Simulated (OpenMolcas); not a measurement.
# Ni3+: ligand-field states by method

Ni3+ with its 6 nearest fluoride ions at 1.804 Å, on the Ge site of Cs2GeF6 (a = 9.021 Å, distance in the model lattice 1.804 Å). The rest of the host is ab initio model potentials to 7.6 Å and point charges beyond; the distance is set by hand and nothing relaxes, and no local charge compensation is placed. Ligand basis ANO-RCC-VDZP.
```
Ni    0.0000    0.0000    0.0000
F     1.8040    0.0000    0.0000
F     0.0000    1.8040    0.0000
F    -1.8040    0.0000    0.0000
F     0.0000   -1.8040    0.0000
F     0.0000    0.0000    1.8040
F     0.0000    0.0000   -1.8040
```

* Program: OpenMolcas
* Basis: ANO-RCC-VTZP [6s5p3d2f1g]
* Scalar Hamiltonian: DKH2, point nucleus
* Active space: 7 electrons in 5 orbitals (3d)
* State averaging: 2S+1 = 4 even, 10 roots; 2S+1 = 2 even, 40 roots
* Spin-orbit coupling: RASSI with atomic mean-field integrals over the reference wave functions

I. CASSCF
II. SS-CASPT2, IPEA 0.25 Eh, imaginary shift 0.1 Eh (closed shells correlated: 3s 3p and the ligand valence shells)

Spin-free states (labels of O, the rotations of Oh) in cm-1, each column counted from its own energy of the first state listed:

| State | Degeneracy | I | II |
| --- | --- | --- | --- |
| 4T1 | 3 | 0 | 0 |
| 2E | 2 | 9712 | -890 |
| 4T2 | 3 | 11934 | 17270 |
| 2T1 | 3 | 21096 | 13530 |
| 2T2 | 3 | 21140 | 14560 |
| 4A2 | 1 | 25678 | 35750 |
| 2T1 | 3 | 27494 | 16840 |
| 4T1 | 3 | 29741 | 30100 |
| 2A1 | 1 | 32150 | 27880 |
| 2T2 | 3 | 33799 | 28190 |
| 2T1 | 3 | 36817 | 34200 |
| 2E | 2 | 39534 | 35010 |
| 2T2 | 3 | 43909 | 38810 |
| 2T1 | 3 | 45645 | 42710 |
| 2E | 2 | 48212 | 50630 |
| 2T2 | 3 | 52004 | 39640 |
| 2A2 | 1 | 57174 | 48230 |
| 2T1 | 3 | 57797 | 54160 |
| 2E | 2 | 82870 | 70450 |
| 2T2 | 3 | 83754 | 73050 |

II puts a state of multiplicity 2 lowest, 890 cm-1 below that state.

From I to II, I's first state of the same spin (4T2) moves from 11934 to 17270 cm-1, by about +5300 cm-1.

From I to II, I's first state of another spin (2E) moves from 9712 to -890 cm-1, by about -11000 cm-1.

I: A least-squares ligand-field fit to the states below 45000 cm-1, each weighted by its degeneracy and with a free common offset, gives 10Dq = 13957 cm-1, B = 1292 cm-1 and C = 4793 cm-1 (C/B = 3.71), with an rms deviation of 315 cm-1. The same method and metal basis give the free ion B = 1428 cm-1 (fit to its terms below 60000 cm-1, rms deviation 19 cm-1), so the nephelauxetic ratio is β = 1292 / 1428 = 0.90; it hangs on how both fits weigh the states, and computed free-ion B values tend to be too large, so β mixes covalency with correlation.

χT at 300 K: I 3.27, II 0.83 cm3 K/mol.

Roots that are degenerate in the reference are averaged as groups; the widest CASPT2 spread within a group is 570 cm-1 (the 3-fold group of multiplicity 2 near 35100 cm-1 above the lowest state of its run, II). Shifts and gaps below about the spread of the groups concerned are not significant. Over all roots computed the reference weight is 0.69 to 0.73 in II; a low but even weight reflects the number of correlated electrons. Ligand-to-metal charge-transfer states are missing. With no ligand orbital active B as a rule stays too high, so bands that hang on it stand too high and its fall with covalency is understated. An orbital triplet at a regular site is open to Jahn-Teller coupling, which can distort the site and quench the lowest spin-orbit gaps and is left out (holds for I). Without dynamic correlation the repulsion within the d shell is too large (B by tens of per cent), so at a given field states of lower spin stand too high (holds for I). This shell can be high or low spin here, a state of another spin lies low, and with metal d orbitals alone active their balance is uncertain, so the ground spin may be wrong (holds for I). With metal d orbitals alone and no dynamic correlation 10Dq can be off by a tenth to a fifth, either way, in oxide and fluoride hosts (holds for I). An orbital doublet at a regular site is open to a Jahn-Teller distortion, which this geometry leaves out (holds for II). This shell can be high or low spin here, a state of another spin lies low, and with metal d orbitals alone active their balance is uncertain, so the ground spin may be wrong, although the usual error favours high spin (holds for II). A single d shell leaves out the double-shell effect, which counts most for late 3d ions, where the CASPT2 field can be off either way by tens of per cent (holds for II). These CASPT2 states fit no ligand-field parameters well, so their order and spin gaps are uncertain (holds for II). With one d shell and no ligand orbital active, 10Dq can be off by a tenth or more (holds for II). The distance lies 4 % under the 1.873 Å that this model takes as the normal distance (a Shannon-type radius plus a fixed donor radius, weighted with the host); by an R⁻⁵ law this alone changes a d-shell field by about +21 %. No measured value stands beside these numbers; the geometry was set by hand and not optimised.
